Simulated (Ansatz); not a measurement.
`[SiH3][SiH2][SiH2][SiH2][SiH2][SiH3]` + `[GeH3][NH][GeH3]` → `[SiH3][SiH2][NH][GeH3]` + `[SiH3][SiH2][SiH2][SiH2][GeH3]`  (redistribution)

Computed with Ansatz on PBE0-D4/def2-TZVP structures; ΔE is electronic, products minus reactants. CBS: MP2 limit from def2 TZ/QZ plus the TZ coupled-cluster correction, frozen cores. DFT in def2-TZVPP. B3LYP here is the variant with VWN-RPA as its local correlation; programs differ in this. For Ge outer-core shells are correlated without core-valence functions, which leaves a few kJ/mol of doubt a bond. Scalar relativity is left out up to krypton. One conformer a species, not always the lowest.

CCSD(T)/CBS gives -51.5 kJ/mol.

Question: Another level gave -51.6 kJ/mol. Which?
A. B2PLYP/def2-TZVPP
B. revPBE-D4/def2-TZVPP
C. B3LYP/def2-TZVPP
D. PBE/def2-TZVPP

Answer: D. PBE -51.6, revPBE-D4 -45.7, B3LYP -60.3, B2PLYP -56.3 kJ/mol.

Largest T1 diagnostic among the species: 0.014.

The D4 term adds +7.4 kJ/mol with B3LYP and +4.7 kJ/mol with PBE0; it sums over pairs of atoms, weighted by their polarisabilities, and B3LYP, whose exchange is more repulsive, gets the larger term. At CCSD(T), def2-SVP lies +12.2 kJ/mol from the extrapolated value and def2-TZVPP +2.0 kJ/mol. Leaving LDA and LC-ωPBE aside and taking each functional with its dispersion term where it has one, the values spread over 10.7 kJ/mol, from B2PLYP to revPBE-D4.
